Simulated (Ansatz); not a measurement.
Ansatz (a program for electronic structure) input (PBE/def2-TZVPD):

Ansatz 0.2 input:
```yaml
crystal:
  periodic: [false, false, false]
  atoms:
    - {symbol: N, position_ang: [-2.35339741, -0.58361011, 0.00878745]}
    - {symbol: C, position_ang: [-0.98976829, -0.30084729, 0.01305128]}
    - {symbol: C, position_ang: [0.00905815, -1.20514850, -0.43058195]}
    - {symbol: C, position_ang: [1.28369446, -0.78751518, -0.43846522]}
    - {symbol: S, position_ang: [1.32231471, 0.85188550, 0.13411514]}
    - {symbol: C, position_ang: [-0.39169977, 0.88423868, 0.36232418]}
    - {symbol: H, position_ang: [-2.56795866, -1.56264298, 0.12017309]}
    - {symbol: H, position_ang: [-2.90316791, -0.00990545, 0.62924298]}
    - {symbol: H, position_ang: [2.18753684, -1.29455172, -0.72878329]}
    - {symbol: H, position_ang: [-0.86737128, 1.77783670, 0.73404324]}
basis:
  gaussian:
    orbitals: def2-TZVPD
hamiltonian:
  xc: {name: PBE}
magnetization: {spin_polarized: true, initial_magnetization: 1}
output: {forces: true}
```

End of the output:

```
integrals: 0.22 GiB planned
1372 factors; their error is unknown
0.45 GiB of the device are held for the grids
1.60 GiB of device memory are held for the factors and their scratch space
mean field: 1.77 GiB planned
mean field evaluation 1: about -16498.4308 eV, gradient 7.3e1 eV
mean field evaluation 2: about -16154.2979 eV, gradient 2.3e2 eV
mean field evaluation 4: about -16517.9389 eV, gradient 4.0e1 eV
mean field evaluation 8: about -16526.6284 eV, gradient 1.2e0 eV
mean field evaluation 16: about -16526.6006 eV, gradient 7.0e-3 eV
mean field evaluation 32: about -16526.4073 eV, gradient 4.7e0 eV
mean field -16526.60056668 eV, -607.3413686934 hartree, gradient 4.7e-5 eV, S^2 0.756392; 2 other end points of the search recorded, 0 dependent functions left out
the calculation of the forces begins
reference -16526.60062516 eV, -607.3413708424 hartree; 26, 25 occupied and 241, 242 virtual orbitals, 1372 factors
Total energy: -16526.60062516 eV, -607.3413708424 hartree
Atom 0 at    -2.353397    -0.583610     0.008787 Å, force     0.116040     0.125903    -0.240821 eV/Å
Atom 1 at    -0.989768    -0.300847     0.013051 Å, force    -0.211736    -0.382863    -0.094701 eV/Å
Atom 2 at     0.009058    -1.205148    -0.430582 Å, force    -0.316664    -0.107503    -0.000268 eV/Å
Atom 3 at     1.283694    -0.787515    -0.438465 Å, force     0.208172     0.115438     0.018807 eV/Å
Atom 4 at     1.322315     0.851885     0.134115 Å, force     0.036434     0.064007     0.013908 eV/Å
Atom 5 at    -0.391700     0.884239     0.362324 Å, force     0.286691     0.173263     0.019946 eV/Å
Atom 6 at    -2.567959    -1.562643     0.120173 Å, force    -0.085945    -0.351836     0.028965 eV/Å
Atom 7 at    -2.903168    -0.009905     0.629243 Å, force    -0.212810     0.200498     0.218658 eV/Å
Atom 8 at     2.187537    -1.294552    -0.728783 Å, force     0.294697    -0.123640    -0.080678 eV/Å
Atom 9 at    -0.867371     1.777837     0.734043 Å, force    -0.114880     0.286732     0.116186 eV/Å
Dipole moment:    -0.249618    -0.048521     0.227919 e Å
```

It need not be the lowest isomer of its formula.
